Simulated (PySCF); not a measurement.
**Atomic charges against the basis set**

Species: CH7NSSi.
SMILES with atom numbers: `[CH3:1][S:2][SiH2:3][NH2:4]` (hydrogens: H5, H6, H7 on C1; H8, H9 on Si3; H10, H11 on N4)

PBE0 throughout (PySCF), one geometry, spherical d and f functions. Geometry: PBE0-D3(BJ)/def2-SVP, one conformer, isolated molecule. Atoms taken as equivalent share a column and are averaged.

Mulliken charges (e):

```tsv
basis	functions	C1	S2	Si3	N4	H5/H6/H7	H8/H9	H10/H11
STO-3G	35	-0.317	-0.061	+0.621	-0.587	+0.081	-0.122	+0.173
6-31G	58	-0.754	-0.113	+0.735	-0.987	+0.213	-0.104	+0.344
pcSseg-0	58	-0.914	-0.269	+0.831	-1.044	+0.281	-0.058	+0.334
6-31G*	78	-0.694	-0.160	+0.544	-0.907	+0.215	-0.074	+0.360
cc-pVDZ	99	-0.202	-0.223	+0.356	-0.302	+0.085	-0.059	+0.117
def2-SVP	99	-0.188	-0.305	+0.508	-0.404	+0.091	-0.086	+0.144
aug-cc-pVDZ	163	+0.241	-0.154	+0.253	-0.362	-0.144	+0.238	-0.010
6-311+G(2d,p)	166	-0.564	-0.086	+0.611	-0.807	+0.173	-0.072	+0.235
def2-TZVP	178	-0.357	-0.225	+0.353	-0.639	+0.147	-0.032	+0.246
cc-pVTZ	226	-0.288	-0.216	+0.287	-0.342	+0.117	-0.043	+0.147
IGLO-III	228	-0.540	-0.277	+0.986	-0.697	+0.160	-0.181	+0.205
```

IAO charges (e):

```tsv
basis	functions	C1	S2	Si3	N4	H5/H6/H7	H8/H9	H10/H11
STO-3G	35	-0.490	-0.078	+0.724	-0.691	+0.129	-0.125	+0.198
6-31G	58	-0.513	-0.211	+0.662	-0.796	+0.167	-0.095	+0.274
pcSseg-0	58	-0.508	-0.215	+0.666	-0.769	+0.165	-0.096	+0.261
6-31G*	78	-0.495	-0.219	+0.799	-0.824	+0.157	-0.135	+0.269
cc-pVDZ	99	-0.491	-0.214	+0.794	-0.817	+0.155	-0.136	+0.267
def2-SVP	99	-0.481	-0.212	+0.808	-0.810	+0.152	-0.143	+0.262
aug-cc-pVDZ	163	-0.498	-0.220	+0.802	-0.849	+0.159	-0.134	+0.277
6-311+G(2d,p)	166	-0.506	-0.217	+0.833	-0.861	+0.160	-0.143	+0.278
def2-TZVP	178	-0.508	-0.216	+0.844	-0.860	+0.160	-0.147	+0.276
cc-pVTZ	226	-0.507	-0.218	+0.831	-0.854	+0.161	-0.143	+0.276
IGLO-III	228	-0.509	-0.210	+0.838	-0.864	+0.160	-0.145	+0.278
```

Some averages cover members that differ in this geometry, most widely: H5/H6/H7, Mulliken in aug-cc-pVDZ -0.165 to -0.125 e.

Task: Which scheme is steadiest as the basis changes?

Result: Largest range over the bases for any column: IAO 0.18 e, Mulliken 1.15 e. IAO charges move least and Mulliken charges most, counted in e. Without the minimal STO-3G basis the ranges are IAO 0.18, Mulliken 1.15 e.

Task: How much do the charges still move between the two largest bases, cc-pVTZ and IGLO-III?

Result: At most, over all atoms: Mulliken 0.699 e, IAO 0.011 e.

Task: What do the same runs give for the total energy, the frontier levels and the dipole moment?

Result: 
```tsv
basis	energy (Eh)	HOMO (eV)	LUMO (eV)	μ (D)
STO-3G	-775.4591	-3.04	6.38	0.31
6-31G	-784.2860	-6.61	0.59	0.74
pcSseg-0	-783.3704	-6.78	0.50	0.82
6-31G*	-784.3779	-6.56	0.53	0.56
cc-pVDZ	-784.4222	-6.53	0.56	0.47
def2-SVP	-784.1345	-6.55	0.58	0.41
aug-cc-pVDZ	-784.4385	-6.70	-0.38	0.36
6-311+G(2d,p)	-784.4799	-6.70	-0.32	0.29
def2-TZVP	-784.4904	-6.69	0.07	0.27
cc-pVTZ	-784.4946	-6.68	0.19	0.35
IGLO-III	-784.4905	-6.63	0.01	0.23
```

The dipole is fixed by the density alone, so its range of 0.59 D shows that the density itself changes with the basis, not only its division among atoms.
